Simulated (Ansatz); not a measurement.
`OB1N[SiH2]1` + H–F → `FB1N[SiH2]1` + H₂O  (ligand exchange at a B–O bond)

Calculated with Ansatz (gas phase, PBE0-D4/def2-TZVP geometries, no zero-point term in ΔE). CBS: MP2 limit from def2 TZ/QZ plus the TZ coupled-cluster correction, frozen cores. This one scheme is used for every species. DFT in def2-TZVPP. Each species was taken in one conformer, which may not be the lowest.

`OB1N[SiH2]1`:

Cartesian coordinates in Å:
```
O -0.820 0.697 -1.834
B -0.349 0.200 -0.670
N 0.644 0.468 0.271
Si -0.198 -0.961 0.856
H -0.349 1.478 -2.140
H 1.387 1.126 0.449
H 0.612 -2.207 0.923
H -0.925 -0.801 2.144
```

H–F:

Z-matrix (Å, degrees):
```
F
H 1 0.920
```

`FB1N[SiH2]1`:

Cartesian coordinates in Å:
```
F -0.450 0.138 2.397
B -0.184 0.030 1.111
N -0.518 0.728 -0.033
Si 0.516 -0.605 -0.561
H -1.055 1.533 -0.317
H 1.820 -0.212 -1.156
H -0.130 -1.613 -1.441
```

H₂O:

Z-matrix (Å, degrees):
```
O
H 1 0.960
H 1 0.960 2 105.1
```

| level | ΔE (eV) |
| --- | --- |
| r2SCAN-D4 | -0.20 |
| B97M-V | -0.22 |
| CAM-B3LYP-D4 | -0.20 |
| PBE | -0.18 |
| BLYP | -0.23 |
| BHLYP | -0.21 |
| CAM-B3LYP | -0.21 |
| LC-ωPBE | -0.18 |

Problem. What does CCSD(T)/CBS give? (Estimate.)

Solution. Computed: -0.17 eV. The listed levels differ from it by -0.03, -0.05, -0.03, -0.01, -0.06, -0.04, -0.04, -0.01 eV.

Largest T1 diagnostic among the species: 0.014.

In def2-TZVPP, CCSD(T) changes the Hartree–Fock value by +0.08 eV (the triples alone add +0.01 eV) and MP2 by +0.11 eV. Leaving LDA and LC-ωPBE aside and taking each functional with its dispersion term where it has one, the values, not all of them listed here, spread over 0.07 eV, from B97M-V to revPBE-D4. LDA lies +0.05 eV from PBE without D4.
